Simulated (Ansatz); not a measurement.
Energy profile

The step: BHCl₂ ([Cl][BH][Cl]) + HCl → BCl₃ ([Cl][B]([Cl])[Cl]) + H₂; bonds formed: B1–Cl6, H2–H5; bonds broken: B1–H2, H5–Cl6 (atoms numbered as in the saddle structure below).

```xyz
6
angstrom
B -0.2252 -0.1755 -0.2288
H 0.5668 0.7253 -0.7052
Cl 0.2588 -1.7664 -0.8019
Cl -1.8925 0.3761 -0.3276
H 0.7923 0.7197 0.3426
Cl 0.4996 0.1207 1.7209
```

Electronic energies by CCSD(T) at an estimated basis limit (MP2 extrapolated from triple and quadruple zeta, plus CCSD(T) − MP2 in triple zeta), on PBE0-D4/def2-TZVP structures; BH₂Cl₃, singlet; no counterpoise correction. Ansatz 0.2.0; basis: def2-TZVPP and def2-QZVPP; cores frozen in the correlated methods. Extrapolation: Hartree–Fock as exp(−7.88 √X), correlation as X^−2.97.

Q: Give the profile in eV, counted from the separated reactants. (An estimate is asked for; the value comes from the calculation.)

A: Computed:
```
                                                                                           point      eV
   separated: BHCl₂ (linked as [Cl][BH][Cl]; B1, H2, Cl3, Cl4; singlet) + HCl (H5, Cl6; singlet)   0.000
                                                                                 start structure  -0.062
                                                                                          saddle   1.125
                                                                                   end structure  -0.570
separated: BCl₃ (linked as [Cl][B]([Cl])[Cl]; B1, Cl3, Cl4, Cl6; singlet) + H₂ (H2, H5; singlet)  -0.539
```

The T1 diagnostic stays at or below 0.012. The start structure is not quite a true minimum (one mode of 59i cm⁻¹).

For scale, one of the runs: CCSD(T)/def2-TZVPP, 185 basis functions, launched by `ansatz run in.yaml --threads 2 --pin off --events-out ev --progress --plain --max-ram 4352MiB`. Hardware: 2 CPU threads of an Arm Neoverse V2, shared host. Wall time 43 s; peak host memory 1.7 GiB.
